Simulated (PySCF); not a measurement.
Isomers of C4H13NSi4. The calculation used PBE0-D3(BJ)/def2-SVP geometry optimisation, gas phase in PySCF. Energies are electronic, without zero-point or thermal terms, for one conformer each. No frequencies were run at this level. Point groups hold within 0.08 Å.

**Question.** Rank from lowest to highest electronic energy at this level (kcal/mol).
A. `[SiH3:1][SiH2:2][SiH2:3][SiH2:4][n:5]1[cH:6][cH:7][cH:8][cH:9]1` with Si1–Si2–Si3–Si4 -104°, Si2–Si3–Si4–N5 32°, Si3–Si4–N5–C6 48°
B. `[SiH3]N(C1=C[SiH2]C=C[SiH2]1)[SiH3]`
C. `[CH:1]#[C:2][Si:3]1([N:4]([CH3:5])[CH3:6])[SiH2:7][SiH2:8][SiH2:9]1` with C2–Si3–N4–C5 -36°

**Answer.** A (0.0), B (13.0), C (39.0).

As drawn, the lowest has an aromatic ring, which the highest lacks; the highest has a four-membered ring, a C≡C bond and an Si–C bond, which the lowest lacks.

```
                             SMILES       E (Eh)  E rel (kcal/mol)  dipole (D)  point group        A, B, C (MHz)
    [SiH3][SiH2][SiH2][SiH2]n1cccc1  -1371.73813               0.0        1.21           C1  944.3, 766.8, 500.1
[SiH3]N([SiH3])C1=C[SiH2]C=C[SiH2]1  -1371.71744              13.0        0.59           C1   1352, 575.4, 420.5
 C#C[Si]1(N(C)C)[SiH2][SiH2][SiH2]1  -1371.67591              39.0        1.39           C1   1031, 622.1, 554.3
```

**Question.** How do the relative energies change in single points at PBE0/pcSseg-1 (no added dispersion term) on the same geometries?

**Answer.** 
```csv
SMILES,PBE0-D3(BJ)/def2-SVP (kcal/mol),PBE0/pcSseg-1 (kcal/mol),shift
[SiH3][SiH2][SiH2][SiH2]n1cccc1,0.0,0.0,0.0
[SiH3]N([SiH3])C1=C[SiH2]C=C[SiH2]1,13.0,11.3,-1.7
C#C[Si]1(N(C)C)[SiH2][SiH2][SiH2]1,39.0,34.7,-4.3
```

Each column counts from its own lowest isomer. The order is unchanged; the largest shift is 4.3 kcal/mol.
